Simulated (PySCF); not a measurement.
Run record: geometry optimisation, AlBr3.OEt2, `CC[O+](CC)[Al-]([Br])([Br])[Br]`.

Computed with PBE0-D3(BJ)/def2-SVP geometry optimisation, gas phase (PySCF 2.14.0). Start geometry: GFN2-xTB. The input is one job of a driver script: a line of settings, then coordinates in Å.

Input:
```
{"job": {"xc": "PBE0", "basis": "def2-SVP", "d3": "d3bj", "grid": 1, "maxiter": 30, "shake": 0.01, "kind": "geom"}, "charge": 0, "multiplicity": 1}
C      2.138080     0.170200     0.806820
C      1.219110    -0.395650    -0.280470
O     -0.100020     0.205640    -0.275930
C     -0.989110    -0.424020     0.608740
C     -1.633890    -1.684870    -0.007930
Al    -0.583640     1.951940    -1.022960
Br     1.158970     2.406570    -2.414040
Br    -0.697280     3.220250     0.863610
Br    -2.566310     1.458780    -1.994820
H      3.101940    -0.254170     0.747920
H      2.205920     1.268080     0.670840
H      1.721310     0.011260     1.802500
H      1.623940    -0.176970    -1.272770
H      1.101700    -1.469580    -0.155850
H     -0.534870    -0.653850     1.564710
H     -1.811450     0.326260     0.803640
H     -0.879220    -2.433170    -0.181910
H     -2.380690    -2.074440     0.693420
H     -2.125210    -1.445190    -0.934770
```

Q: Give the output.

A: 
```
step   0  E = -8196.36572023  max force = 0.057885
step   1  E = -8196.37256494  max force = 0.007027
step   2  E = -8196.37288713  max force = 0.004305
step   3  E = -8196.37292692  max force = 0.002193
step   4  E = -8196.37298970  max force = 0.001803
step   5  E = -8196.37298701  max force = 0.001037
step   6  E = -8196.37301293  max force = 0.000901
step   7  E = -8196.37302910  max force = 0.000458
step   8  E = -8196.37304621  max force = 0.000275
step   9  E = -8196.37305861  max force = 0.000310
optimisation converged
```

Energies in Eh; «max force» is the largest Cartesian gradient component in Eh/bohr.

Q: How much energy does the optimisation release, in eV?

A: E(step 0) − E(last step) = 0.007338 Eh, which is 0.200 eV.

Q: Give the first gradient maximum in eV/Å.

A: With 1 Eh/bohr = 51.422 eV/Å, 2.977 eV/Å.

Summary of the converged run: final energy -8196.37306 Eh after 9 steps; dipole 6.87 D.

Q: Where do the atoms end?

A: 0.105 Å rms from the input after alignment:
```
atom  x, y, z in Å
C1     2.0494    0.2440    0.9632
C2     1.2611   -0.4238   -0.1338
O3    -0.0591    0.1554   -0.2697
C4    -1.1062   -0.4557    0.5241
C5    -1.7170   -1.6327   -0.1883
Al6   -0.4074    1.8809   -1.0253
Br7    1.4731    2.2942   -2.2303
Br8   -0.7128    3.1471    0.8424
Br9   -2.3030    1.5361   -2.2287
H10    3.0369   -0.2340    1.0442
H11    2.2046    1.3091    0.7383
H12    1.5480    0.1630    1.9388
H13    1.7412   -0.2969   -1.1129
H14    1.1166   -1.4995    0.0424
H15   -0.6667   -0.7195    1.4980
H16   -1.8440    0.3393    0.7048
H17   -0.9796   -2.4256   -0.3831
H18   -2.5157   -2.0606    0.4353
H19   -2.1552   -1.3113   -1.1435
```

Hardware: Arm Neoverse V1, 2 threads, shared host with 32 logical CPUs at a one-minute load of 11. Cost: 6.4 min wall, 8.8 min CPU, 1.9 GiB resident at most.
Labels such as C1 count atoms from 1, the log's own numbers from 0.
